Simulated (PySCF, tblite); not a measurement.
Isomers of C7H6N (doublet state), one GFN2-xTB conformer each. Single-point energies are computed at B3LYP/pcH-1 (PySCF, gas phase, no added dispersion term), electronic only. GFN2-xTB treats the open shell by occupation alone, and not every SCF solution was tested for stability.

Question: Rank them by B3LYP/pcH-1 energy, lowest first (kcal/mol).
A. `C=[C]c1ccccn1` [radical]
B. `[N:1]#[C:2][CH2:3][C:4]1[CH:5]=[CH:6][CH:7]=[CH:8]1` (doublet state) with C2–C3–C4–C5 -89°
C. `[H]/[C:1]=[C:2]1/[CH:3]=[CH:4][C:5](/[CH:6]=[N:7]\[H])=[CH:8]1` (doublet state) with C4–C5–C6–N7 0°
D. `[H]/[N:7]=[CH:6]\[C:5]1=[CH:8][C:2](=[CH2:1])[C:3]=[CH:4]1` (doublet state) with C4–C5–C6–N7 180°
E. `[H]/[N:8]=[C:7]\[C@@H:5]([C:4]#[C:3][C:2]#[CH:1])[CH3:6]` (doublet state) with C4–C5–C7–N8 11°
F. `[CH2:1][CH2:2][C:3](=[CH2:4])[C:5]#[C:6][C:7]#[N:8]` (doublet state) with H–C1–C2–C3 -79° and 86°, C1–C2–C3–C4 98°

Answer: B (0.0), A (3.8), C (41.2), F (44.5), D (48.0), E (74.8).

As drawn, the highest has an N–H bond, which the lowest lacks. Neighbours under 5.0 kcal/mol apart (N#CC[C]1C=CC=C1 and C=[C]c1ccccn1; [H]/[C]=C1/C=CC(/C=N\[H])=C1 and [CH2]CC(=C)C#CC#N; [CH2]CC(=C)C#CC#N and [H]/N=C\C1=CC(=C)[C]=C1) can change places with a better method, another conformer or zero-point energy. GFN2-xTB itself gives, in the same order: 3.4, 0.0, 48.8, 61.9, 53.8, 77.0. GFN2-xTB puts C=[C]c1ccccn1 lowest instead; measured from each level's own lowest isomer, the values differ by up to 17.4 kcal/mol ([CH2]CC(=C)C#CC#N: 61.9 against 44.5).

Question: What happens when harmonic zero-point energies from GFN2-xTB frequencies are added?

Answer: 
| SMILES | ZPE (kcal/mol) | electronic (kcal/mol) | with ZPE (kcal/mol) |
| --- | --- | --- | --- |
| N#CC[C]1C=CC=C1 | 64.9 | 0.0 | 0.0 |
| C=[C]c1ccccn1 | 64.8 | 3.8 | 3.7 |
| [H]/[C]=C1/C=CC(/C=N\[H])=C1 | 64.5 | 41.2 | 40.8 |
| [CH2]CC(=C)C#CC#N | 62.7 | 44.5 | 42.3 |
| [H]/N=C\C1=CC(=C)[C]=C1 | 65.0 | 48.0 | 48.0 |
| [H]/N=[C]\[C@H](C)C#CC#C | 62.3 | 74.8 | 72.2 |

The zero-point energies span 2.7 kcal/mol. The order is unchanged.
